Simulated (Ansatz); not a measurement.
Harmonic frequencies (cm⁻¹) at PBE0-D4/def2-TZVP from Ansatz: 151, 233, 310, 336, 473, 757, 877, 895, 914, 939, 944, 1035, 1170, 1208, 1285, 1303, 1388, 2708, 2720, 3089, 3729.

Each molecule was computed in one conformer, which needn't be the lowest.

Task: Which molecule is it?
A. `CC([SeH])[TeH]`
B. `BNC(=O)S`
C. `SC1NBO1`
D. `[BH2][SnH]([OH])[F]`

Result: C.
